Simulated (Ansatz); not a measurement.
Steps of a relaxation of C2H3AlO2 (`C=[C]1[O][Al]1[OH]`) with RKS PBE0-D4/def2-TZVP.

```sh
$ ansatz run in.yaml --threads 2 --pin off --events-out ev --progress --plain --max-ram 4352MiB
```

```yaml
crystal:
  periodic: [false, false, false]
  atoms:
    - {symbol: C, position_ang: [1.547432, 1.121896, 0.462219]}
    - {symbol: C, position_ang: [0.581495, 0.234941, 0.195150]}
    - {symbol: O, position_ang: [0.567158, -1.171725, 0.425664]}
    - {symbol: Al, position_ang: [-0.959402, -0.698689, -0.313625]}
    - {symbol: O, position_ang: [-2.389083, -1.481359, -0.788162]}
    - {symbol: H, position_ang: [2.498439, 0.797038, 0.919304]}
    - {symbol: H, position_ang: [1.408493, 2.185161, 0.220959]}
    - {symbol: H, position_ang: [-3.162334, -1.044264, -1.177309]}
basis:
  gaussian: {orbitals: def2-TZVP}
hamiltonian: {xc: pbe0, dispersion: d4}
relax: {f_tol: 0.005, max_steps: 150}
```

Positions (Å) and forces (eV/Å) along the path, 9 of 9 steps:

```xyz
8
step=1 energy=-12806.7761 eV
C     1.547    1.122    0.462   -0.304   -0.416   -0.090
C     0.581    0.235    0.195    0.290    0.291    0.077
O     0.567   -1.172    0.426   -0.620    0.574   -0.373
Al   -0.959   -0.699   -0.314    0.517   -0.389    0.314
O    -2.389   -1.481   -0.788   -0.013    0.675   -0.114
H     2.498    0.797    0.919   -0.509    0.183   -0.233
H     1.408    2.185    0.221    0.052   -0.605    0.131
H    -3.162   -1.044   -1.177    0.587   -0.313    0.289
8
step=2 energy=-12806.8253 eV
C     1.537    1.111    0.450   -0.040   -0.104    0.076
C     0.578    0.237    0.188   -0.075    0.033   -0.069
O     0.568   -1.164    0.419   -0.437    0.268   -0.221
Al   -0.949   -0.697   -0.308    0.354   -0.332    0.211
O    -2.373   -1.468   -0.780    0.176    0.331    0.019
H     2.468    0.793    0.921   -0.125    0.057   -0.100
H     1.396    2.163    0.220    0.024   -0.156    0.020
H    -3.134   -1.031   -1.166    0.122   -0.097    0.064
8
step=3 energy=-12806.8325 eV
C     1.512    1.110    0.480    0.327   -0.060   -0.194
C     0.560    0.243    0.205   -0.212    0.101   -0.002
O     0.552   -1.155    0.428    0.013   -0.073   -0.026
Al   -0.942   -0.702   -0.295    0.078   -0.136    0.094
O    -2.351   -1.458   -0.782    0.031    0.052    0.000
H     2.474    0.779    0.865   -0.081    0.038    0.117
H     1.390    2.150    0.216   -0.045    0.083    0.059
H    -3.104   -1.023   -1.172   -0.111   -0.004   -0.048
8
step=4 energy=-12806.8367 eV
C     1.521    1.107    0.458   -0.021   -0.022   -0.135
C     0.544    0.256    0.209    0.047    0.132    0.096
O     0.556   -1.142    0.459    0.015   -0.255   -0.090
Al   -0.933   -0.727   -0.279   -0.101   -0.009    0.034
O    -2.351   -1.445   -0.792    0.061   -0.009    0.028
H     2.480    0.769    0.833    0.020   -0.028    0.153
H     1.386    2.154    0.246    0.015    0.173   -0.066
H    -3.111   -1.029   -1.190   -0.034    0.019   -0.020
8
step=5 energy=-12806.8442 eV
C     1.525    1.107    0.448    0.027   -0.052    0.093
C     0.554    0.250    0.191    0.085    0.107   -0.067
O     0.572   -1.155    0.416   -0.011   -0.127    0.064
Al   -0.933   -0.728   -0.285   -0.010   -0.001   -0.017
O    -2.354   -1.445   -0.786   -0.025    0.009   -0.002
H     2.456    0.782    0.908   -0.076    0.019   -0.080
H     1.395    2.155    0.217    0.002    0.056    0.007
H    -3.123   -1.023   -1.165    0.008   -0.011    0.003
8
step=6 energy=-12806.8454 eV
C     1.524    1.108    0.450   -0.010   -0.023    0.018
C     0.556    0.249    0.190    0.023    0.073   -0.026
O     0.568   -1.157    0.425   -0.004   -0.060    0.009
Al   -0.932   -0.728   -0.286    0.007   -0.008    0.009
O    -2.356   -1.445   -0.784   -0.008    0.016   -0.001
H     2.459    0.781    0.896   -0.019    0.007   -0.010
H     1.393    2.157    0.223    0.004    0.005   -0.001
H    -3.121   -1.023   -1.170    0.007   -0.010    0.002
8
step=7 energy=-12806.8456 eV
C     1.523    1.109    0.450   -0.018   -0.004    0.002
C     0.557    0.249    0.187    0.004    0.033   -0.013
O     0.569   -1.158    0.425    0.002   -0.025    0.002
Al   -0.930   -0.730   -0.287    0.000   -0.005    0.004
O    -2.357   -1.443   -0.782    0.001    0.008    0.002
H     2.457    0.782    0.898    0.009   -0.002    0.006
H     1.393    2.158    0.222    0.002   -0.001   -0.002
H    -3.121   -1.022   -1.170    0.001   -0.003   -0.001
8
step=8 energy=-12806.8456 eV
C     1.523    1.109    0.451   -0.007    0.003   -0.003
C     0.558    0.249    0.184   -0.001   -0.001   -0.002
O     0.571   -1.160    0.423    0.000    0.003   -0.001
Al   -0.929   -0.732   -0.287    0.000   -0.002    0.001
O    -2.358   -1.442   -0.780    0.002    0.002    0.002
H     2.455    0.782    0.902    0.007   -0.003    0.004
H     1.394    2.158    0.222    0.000   -0.002    0.000
H    -3.122   -1.022   -1.169    0.000    0.000   -0.001
8
step=9 energy=-12806.8456 eV
C     1.523    1.109    0.451   -0.001    0.002   -0.001
C     0.558    0.250    0.183   -0.001   -0.002    0.000
O     0.571   -1.159    0.423    0.000    0.002   -0.001
Al   -0.929   -0.732   -0.288    0.000    0.000    0.000
O    -2.358   -1.441   -0.779    0.000    0.000    0.001
H     2.455    0.782    0.903    0.001   -0.001    0.001
H     1.394    2.158    0.222    0.000   -0.001    0.000
H    -3.122   -1.022   -1.169    0.000    0.000   -0.001
```

Run time 39 s (2 threads of an Arm Neoverse V1 on a shared host); peak host memory 0.38 GiB.
